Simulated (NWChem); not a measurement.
System meant: GaClF2; SMILES [F][Ga]([F])[Cl]

Here is an NWChem input.

```
start job
memory heap 200 mb stack 900 mb global 1100 mb
geometry units angstroms noautoz
  Ga     0.000000     0.000000     0.323050
  F      0.000000    -1.477962     1.225422
  F      0.000000     1.477962     1.225422
  Cl     0.000000     0.000000    -1.783008
end
basis spherical
  * library def2-svp
end
dft
  xc b3lyp
  iterations 4
  mulliken
end
task dft energy
```

End of the output:

```
    Atom       Charge   Shell Charges
 -----------   ------   -------------------------------------------------------
    1 Ga  31    30.79   2.00  2.00  1.92  0.62  0.20  5.99  5.83  0.95  0.55  7.82  2.05  0.86
    2 F    9     9.17   1.98  1.02  0.76  3.20  2.21  0.00
    3 F    9     9.17   1.98  1.02  0.76  3.20  2.21  0.00
    4 Cl  17    16.87   2.00  1.96  1.04  0.75  5.82  2.24  3.06  0.02

 center of mass
 --------------
 x =   0.00000000 y =   0.00000000 z =   0.03586413

 moments of inertia (a.u.)
 ------------------
         921.780286670226           0.000000000000           0.000000000000
           0.000000000000         625.385042746011           0.000000000000
           0.000000000000           0.000000000000         296.395243924214

     Multipole analysis of the density
     ---------------------------------

     L   x y z        total         alpha         beta         nuclear
     -   - - -        -----         -----         ----         -------
     0   0 0 0     -0.000000    -33.000000    -33.000000     66.000000

     1   1 0 0     -0.000000     -0.000000     -0.000000      0.000000
     1   0 1 0     -0.000000     -0.000000     -0.000000      0.000000
     1   0 0 1     -0.403703     -0.201851     -0.201851     -0.000000

     2   2 0 0    -25.132173    -12.566087    -12.566087      0.000000
     2   1 1 0     -0.000000     -0.000000     -0.000000      0.000000
     2   1 0 1     -0.000000     -0.000000     -0.000000      0.000000
     2   0 2 0    -31.896457    -86.153014    -86.153014    140.409571
     2   0 1 1      0.000000      0.000000      0.000000      0.000000
     2   0 0 2    -30.258380   -165.583619   -165.583619    300.908858

 ------------------------------------------------------------------------
 dft energy failed                                                                                  0
 ------------------------------------------------------------------------
 ------------------------------------------------------------------------
  current input line :
    17: task dft energy
 ------------------------------------------------------------------------
 ------------------------------------------------------------------------
 This type of error is most commonly associated with calculations not reaching convergence criteria
 ------------------------------------------------------------------------
 For more information see the NWChem manual at https://nwchemgit.github.io

0:dft energy failed:Received an Error in Communication
```

Problem. Find the fault in this run and fix the input.

Solution. Convergence was not reached. Cause: the SCF was allowed too few iterations. This input runs:
```
start job
memory heap 200 mb stack 900 mb global 1100 mb
geometry units angstroms noautoz
  Ga     0.000000     0.000000     0.323050
  F      0.000000    -1.477962     1.225422
  F      0.000000     1.477962     1.225422
  Cl     0.000000     0.000000    -1.783008
end
basis spherical
  Ga library def2-svp
  F library def2-svp
  Cl library def2-svp
end
dft
  xc b3lyp
  iterations 150
  mulliken
end
task dft energy
```
It converges to -2584.38122 Ha (B3LYP/def2-SVP).
